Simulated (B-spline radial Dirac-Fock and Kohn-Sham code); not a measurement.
# Relativistic shifts of the levels of Se²¹⁺

System: Se²¹⁺, configuration [Ne] 3s2 3p1.

Both columns are ΔSCF binding energies of the configuration average from a B-spline atomic structure program: non-relativistic Hartree-Fock with a point nucleus, and Dirac-Fock with a finite nucleus and the Coulomb interaction alone, averaged over the two j levels with weights 2j+1.

```tsv
shell	Hartree-Fock (eV)	Dirac-Fock (eV)	shift (eV)	shift (%)
1s	13424.3	13630.3	+205.98	+1.53
2s	2514.0	2563.6	+49.59	+1.97
2p	2343.9	2357.4	+13.57	+0.58
3s	927.0	940.2	+13.17	+1.42
3p	881.6	886.5	+4.88	+0.55
```

Relativity binds 1s, 2s, 2p, 3s, 3p more strongly, among those listed most of all 2s in relative terms.

Values without a named source are computed, but for edge energies of neutral atoms, which are taken from tables.
